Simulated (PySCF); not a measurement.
## Two-component Hartree-Fock for Pm (promethium, neutral)

Start: [Xe] 4f5 6s2; 4f5/2 filled at m_j = -3/2, -1/2, +1/2, +3/2, +5/2. Calculated with PySCF 2.14 in x2c-SVPall-2c (7s10p9d3f1g, 112 functions): generalised Hartree-Fock with the X2C-1e Hamiltonian and a Gaussian nucleus; one run each with spin-orbit coupling (SO) switched off, then screened by Boettger's factors.

```json
{"spinor shell": "1s1/2", "electrons": "2", "ε, spin-free (eV)": "-45404.2", "ε, screened SO (eV)": "-45396.9", "weight of nominal j (screened SO)": "1.000", "rms radius, screened SO (bohr)": "0.0264"}
{"spinor shell": "2s1/2", "electrons": "2", "ε, spin-free (eV)": "-7496.4", "ε, screened SO (eV)": "-7494.1", "weight of nominal j (screened SO)": "1.000", "rms radius, screened SO (bohr)": "0.107"}
{"spinor shell": "2p1/2", "electrons": "2", "ε, spin-free (eV)": "-6688.5", "ε, screened SO (eV)": "-7082.0", "weight of nominal j (screened SO)": "1.000", "rms radius, screened SO (bohr)": "0.0918"}
{"spinor shell": "3s1/2", "electrons": "2", "ε, spin-free (eV)": "-1682.0", "ε, screened SO (eV)": "-1681.2", "weight of nominal j (screened SO)": "1.000", "rms radius, screened SO (bohr)": "0.277"}
{"spinor shell": "3p1/2", "electrons": "2", "ε, spin-free (eV)": "-1422.7", "ε, screened SO (eV)": "-1503.8", "weight of nominal j (screened SO)": "1.000", "rms radius, screened SO (bohr)": "0.269"}
{"spinor shell": "3p3/2", "electrons": "4", "ε, spin-free (eV)": "-1422.7", "ε, screened SO (eV)": "-1387.0", "weight of nominal j (screened SO)": "1.000", "rms radius, screened SO (bohr)": "0.282"}
{"spinor shell": "3d3/2", "electrons": "4", "ε, spin-free (eV)": "-1066.8", "ε, screened SO (eV)": "-1081.8", "weight of nominal j (screened SO)": "0.996", "rms radius, screened SO (bohr)": "0.254"}
{"spinor shell": "3d5/2", "electrons": "6", "ε, spin-free (eV)": "-1066.8", "ε, screened SO (eV)": "-1056.0", "weight of nominal j (screened SO)": "0.997", "rms radius, screened SO (bohr)": "0.257"}
{"spinor shell": "4s1/2", "electrons": "2", "ε, spin-free (eV)": "-355.06", "ε, screened SO (eV)": "-354.82", "weight of nominal j (screened SO)": "1.000", "rms radius, screened SO (bohr)": "0.630"}
{"spinor shell": "4p1/2", "electrons": "2", "ε, spin-free (eV)": "-267.28", "ε, screened SO (eV)": "-286.44", "weight of nominal j (screened SO)": "0.976", "rms radius, screened SO (bohr)": "0.652"}
{"spinor shell": "4p3/2", "electrons": "4", "ε, spin-free (eV)": "-267.28", "ε, screened SO (eV)": "-258.66", "weight of nominal j (screened SO)": "0.988", "rms radius, screened SO (bohr)": "0.679"}
{"spinor shell": "4d3/2", "electrons": "4", "ε, spin-free (eV)": "-140.17", "ε, screened SO (eV)": "-147.74", "weight of nominal j (screened SO)": "0.715", "rms radius, screened SO (bohr)": "0.743"}
{"spinor shell": "4d5/2", "electrons": "6", "ε, spin-free (eV)": "-140.17", "ε, screened SO (eV)": "-134.91", "weight of nominal j (screened SO)": "0.810", "rms radius, screened SO (bohr)": "0.747"}
{"spinor shell": "5s1/2", "electrons": "2", "ε, spin-free (eV)": "-51.843", "ε, screened SO (eV)": "-51.802", "weight of nominal j (screened SO)": "1.000", "rms radius, screened SO (bohr)": "1.55"}
{"spinor shell": "5p1/2", "electrons": "2", "ε, spin-free (eV)": "-28.255", "ε, screened SO (eV)": "-31.333", "weight of nominal j (screened SO)": "0.917", "rms radius, screened SO (bohr)": "1.76"}
{"spinor shell": "5p3/2", "electrons": "4", "ε, spin-free (eV)": "-28.255", "ε, screened SO (eV)": "-26.867", "weight of nominal j (screened SO)": "0.959", "rms radius, screened SO (bohr)": "1.87"}
{"spinor shell": "4f5/2", "electrons": "5", "ε, spin-free (eV)": "-12.474", "ε, screened SO (eV)": "-12.457", "weight of nominal j (screened SO)": "0.631", "rms radius, screened SO (bohr)": "1.10"}
{"spinor shell": "6s1/2", "electrons": "2", "ε, spin-free (eV)": "-4.783", "ε, screened SO (eV)": "-4.784", "weight of nominal j (screened SO)": "1.000", "rms radius, screened SO (bohr)": "5.08"}
```

Task: Where does 2p3/2 lie, and what is the 2p spin-orbit splitting (screened SO)?

Result: At -6517.3 eV, 564.72 eV above 2p1/2.

| quantity | spin-free | screened SO |
| --- | --- | --- |
| E (hartree) | -10013.43000 | -10018.76305 |
| M_J | 5/2 | 5/2 |
| ⟨J²⟩ | 13.770 | 13.158 |
| ⟨L²⟩ | 30.013 | 29.867 |
| ⟨S²⟩ | 8.757 | 8.710 |

The determinant has a definite M_J but mixes levels of different J.

Each row is a mean over spinors that exchange with the open shell spreads, by up to 8.528 eV (4d3/2).

Rows whose weight is well below 1 are mixtures of j = l ± 1/2: exchange outweighs spin-orbit coupling there, and the label is only the starting occupation.

Breit and QED terms are absent; they matter most for the inner s and p1/2 levels.

Densities and radii are taken from the X2C orbitals without a picture-change correction, which distorts them close to the nucleus.

Without spin-orbit coupling the j labels of p, d and f shells carry no meaning; the spin-free column gives the mean over the occupied spinors of each nl shell, and its ⟨J²⟩ belongs to a mixture of degenerate components.
